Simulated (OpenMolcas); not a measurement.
Sm2+ among 8 point charges of -2 e arranged as a square antiprism (D4d), 3.26 Å from the ion, with a polar angle of 61.3° against the regular 57.3°.
```
   2.6421    1.0944    1.5650  -2.00
  -1.0944    2.6421    1.5650  -2.00
  -2.6421   -1.0944    1.5650  -2.00
   1.0944   -2.6421    1.5650  -2.00
   2.6421   -1.0944   -1.5650  -2.00
   1.0944    2.6421   -1.5650  -2.00
  -2.6421    1.0944   -1.5650  -2.00
  -1.0944   -2.6421   -1.5650  -2.00
```

| Item | Value |
| --- | --- |
| Program | OpenMolcas 26.06 |
| Method | CASSCF |
| Basis | ANO-RCC-VDZP [7s6p4d2f1g] |
| Scalar Hamiltonian | DKH2, point nucleus |
| Active space | 6 electrons in 7 orbitals (4f) |
| State averaging | 2S+1 = 7 even, 7 roots; 2S+1 = 5 even, 88 roots kept (CI in the orbitals of an earlier block, 86 in the spin-orbit step); 2S+1 = 3 even, 91 roots kept (CI in the orbitals of an earlier block, 76 in the spin-orbit step); 2S+1 = 1 even, 1 root kept (CI in the orbitals of an earlier block, 0 in the spin-orbit step) |
| Spin-orbit coupling | state interaction with AMFI integrals over the reference wave functions |

Task: What is the spin-free ground state?

Result: A state of multiplicity 7, 2-fold in its orbital part, 100 % from free-ion F terms; it has the highest spin that f6 allows.

Task: Where is the first state of the same spin?

Result: A 2-fold state lies at 483 cm-1 above the ground state.

Task: What are the lowest two levels with spin-orbit coupling?

Result: A 1-fold level, then a 1-fold level 71.8 cm-1 above it. Their leading multiplicities are 7 (96 %) and 7 (97 %).

Task: What is χT at 300 K, and how does it compare with the textbook value?

Result: Hund's rules give f6 a J = 0 ground level with no moment of its own; the computed χT of 1.644 cm3 K/mol at 300 K comes from higher levels.

High states are left out of the spin-orbit mixing, which shifts the levels that they would mix with. Point charges carry no covalency, so the field is a model and not that of real ligands. An unlabelled pair can be two single states that coincide in this model. The first state left out of the spin-orbit step lies near 44000 cm-1 above the lowest spin-free state of the reference (among the parities and spins computed), and the lists stop at four fifths of that energy or lower. No measured value stands beside these numbers.
